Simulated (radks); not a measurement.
The lead ion Pb38+, 44 electrons, occupied as [Kr] 4d8. Method: scalar-relativistic Kohn-Sham, LB94 model potential, spin-polarised, spherical densities, finite nucleus; open shells are filled with parallel spins first (spin-orbit coupling, left out, can overturn this in heavy ions); Fermi nuclear charge, rms radius 5.5012 fm; computed with a radial shooting solver on a logarithmic mesh with Libxc functionals.

Unscreened Slater integrals over Kohn-Sham orbitals (hartree). They are taken over the spin-up orbitals.

| integral | value |
|---|---|
| F0(4d,4d) | 2.3873 |
| F2(4d,4d) | 1.2176 |
| F4(4d,4d) | 0.82849 |
| F0(4d,4p) | 2.3873 |
| F2(4d,4p) | 1.2252 |
| G1(4d,4p) | 1.5265 |
| G3(4d,4p) | 0.97683 |
| F0(4d,4s) | 2.4362 |
| G2(4d,4s) | 1.2173 |
| F0(4p,4p) | 2.3937 |
| F2(4p,4p) | 1.2493 |
| F0(4p,4s) | 2.4416 |
| G1(4p,4s) | 1.6482 |
| F0(4s,4s) | 2.4945 |

Derived for the open shells (J is the average intra-shell exchange parameter used in DFT+U). 4d: Racah B = F2/49 - 5 F4/441 = 0.01546 hartree, C = 35 F4/441 = 0.06575 hartree, C/B = 4.25, F4/F2 = 0.680, J = (F2 + F4)/14 = 0.1461 hartree.
